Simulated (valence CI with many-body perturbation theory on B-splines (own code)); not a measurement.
# Forbidden lines of Sr¹⁶⁺

Method: relativistic CI+MBPT: four valence electrons over a frozen Dirac-Fock core [Ar], a basis of 7 s, 7 p, 8 d, 6 f, 4 g, 1 h functions for each j, with the one-electron correlation potential Σ1, the two-electron term Σ2, the three-electron term Σ3, Breit, model QED; selected CI, second order for the rest, scaled by the run's own slope (own B-spline code, finite nucleus).

No measured spectrum was set against this ion. As an estimate, terms of the open shell hold to 2 to 4 % of their energy, and close levels can change places. Only levels of the ground parity were solved; by the run's estimate the other parity begins above the list, which can be wrong where configurations are misplaced.

Lines 51 to 100 of 120 in falling wavelength, among levels below 326020 cm⁻¹, chosen from the decays that carry over 1 % of a level's rate. Wavelengths and rates use the calculated energies, so an error of 2000 cm⁻¹ moves a line at 2127 Å by 4.3 % and its rate by three times that or more. S is in atomic units (e²a₀⁴ for E2 and M2, e²a₀⁶ for E3), for M1 in squared Bohr magnetons. Weak lines are less certain than strong ones. Lines between different terms over intervals too small for the method are left out, as are lines whose strength nearly cancels.

Names give the largest LS component (configuration and term), which can be under half, so a name can repeat, a term be missing and a line seem to break the LS rules; names also repeat where a configuration has a term twice. Letters in brackets count levels of one name in rising energy.

```csv
λ vac (Å),Upper,Lower,Type,A (s⁻¹),S (a.u.)
2127,3d⁴ ³H_4,3d⁴ ⁵D_3,M1,1.45e+01,4.67e-02
2003,3d⁴ ³H_5,3d⁴ ⁵D_4,M1,2.84e+00,9.29e-03
1993,3d⁴ ¹S_0 [a],3d⁴ ³P_1 [a],M1,7.31e+02,2.15e-01
1985,3d⁴ ³F_4 [b],3d⁴ ¹G_4 [a],M1,2.80e+01,7.30e-02
1957,3d⁴ ³P_0 [a],3d⁴ ⁵D_1,M1,7.93e+02,2.20e-01
1924,3d⁴ ³G_3,3d⁴ ⁵D_4,M1,1.52e+01,2.81e-02
1895,3d⁴ ³D_1,3d⁴ ³P_0 [a],M1,1.11e+02,8.43e-02
1887,3d⁴ ¹F_3,3d⁴ ³F_3 [a],M1,2.51e+01,4.38e-02
1862,3d⁴ ¹G_4 [a],3d⁴ ³H_4,M1,2.08e+01,4.48e-02
1838,3d⁴ ¹F_3,3d⁴ ³G_4,M1,4.90e+01,7.89e-02
1777,3d⁴ ¹F_3,3d⁴ ³P_2 [a],M1,2.36e+01,3.43e-02
1748,3d⁴ ¹D_2 [a],3d⁴ ³F_2 [a],M1,7.44e+01,7.36e-02
1745,3d⁴ ³P_2 [b],3d⁴ ³D_2,M1,1.03e+02,1.02e-01
1740,3d⁴ ³G_3,3d⁴ ⁵D_3,M1,1.56e+02,2.14e-01
1693,3d⁴ ³F_4 [a],3d⁴ ⁵D_4,M1,2.21e+02,3.58e-01
1682,3d⁴ ¹D_2 [a],3d⁴ ³G_3,M1,1.65e+02,1.45e-01
1674,3d⁴ ³F_2 [a],3d⁴ ⁵D_3,M1,1.22e+01,1.06e-02
1656,3d⁴ ³P_2 [b],3d⁴ ³D_3,M1,1.41e+01,1.19e-02
1650,3d⁴ ³P_1 [a],3d⁴ ⁵D_2,M1,5.56e+02,2.77e-01
1631,3d⁴ ³F_2 [b],3d⁴ ³D_1,M1,1.00e+02,8.08e-02
1616,3d⁴ ¹D_2 [a],3d⁴ ³P_1 [a],M1,5.74e+01,4.49e-02
1592,3d⁴ ¹F_3,3d⁴ ³F_4 [a],M1,2.19e+01,2.29e-02
1586,3d⁴ ³G_3,3d⁴ ⁵D_2,M1,7.19e+01,7.45e-02
1549,3d⁴ ³F_4 [a],3d⁴ ⁵D_3,M1,6.04e+01,7.49e-02
1545,3d⁴ ³F_4 [b],3d⁴ ³D_3,M1,1.35e+02,1.66e-01
1540,3d⁴ ³F_2 [b],3d⁴ ³D_2,M1,1.14e+02,7.72e-02
1531,3d⁴ ³F_2 [a],3d⁴ ⁵D_2,M1,1.35e+02,8.99e-02
1482,3d⁴ ³G_4,3d⁴ ⁵D_4,M1,5.83e+01,6.33e-02
1471,3d⁴ ³F_2 [b],3d⁴ ³D_3,M1,2.62e+01,1.54e-02
1451,3d⁴ ³F_3 [a],3d⁴ ⁵D_4,M1,2.16e+01,1.71e-02
1431,3d⁴ ³P_1 [a],3d⁴ ⁵D_0,M1,1.42e+01,4.65e-03
1431,3d⁴ ¹F_3,3d⁴ ³G_3,M1,5.40e+01,4.11e-02
1417,3d⁴ ³F_2 [a],3d⁴ ⁵D_1,M1,9.75e+01,5.14e-02
1411,3d⁴ ³F_4 [b],3d⁴ ³G_5,M1,6.97e+01,6.54e-02
1406,3d⁴ ³P_2 [a],3d⁴ ⁵D_3,M1,2.09e+02,1.08e-01
1370,3d⁴ ³G_4,3d⁴ ⁵D_3,M1,2.93e+01,2.51e-02
1344,3d⁴ ³F_3 [a],3d⁴ ⁵D_3,M1,9.94e+01,6.27e-02
1338,3d⁴ ³G_5,3d⁴ ⁵D_4,M1,6.96e+00,6.80e-03
1304,3d⁴ ³P_2 [a],3d⁴ ⁵D_2,M1,4.00e+00,1.64e-03
1304,3d⁴ ³F_4 [b],3d⁴ ³F_3 [a],M1,5.07e+01,3.75e-02
1251,3d⁴ ³F_2 [b],3d⁴ ³F_3 [a],M1,2.62e+02,9.52e-02
1250,3d⁴ ³F_3 [a],3d⁴ ⁵D_2,M1,4.77e+01,2.42e-02
1244,3d⁴ ¹F_3,3d⁴ ³H_4,M1,3.59e+01,1.79e-02
1237,3d⁴ ³D_3,3d⁴ ⁵D_4,M1,1.77e+02,8.71e-02
1220,3d⁴ ³P_2 [a],3d⁴ ⁵D_1,M1,4.30e+00,1.45e-03
1201,3d⁴ ³F_2 [b],3d⁴ ³P_2 [a],M1,1.37e+01,4.41e-03
1158,3d⁴ ³D_3,3d⁴ ⁵D_3,M1,4.28e+01,1.72e-02
1156,3d⁴ ³F_4 [b],3d⁴ ³F_4 [a],M1,1.32e+02,6.80e-02
1121,3d⁴ ³P_2 [b],3d⁴ ³G_3,M1,1.65e+01,4.31e-03
1118,3d⁴ ³D_2,3d⁴ ⁵D_3,M1,2.56e+02,6.63e-02
```
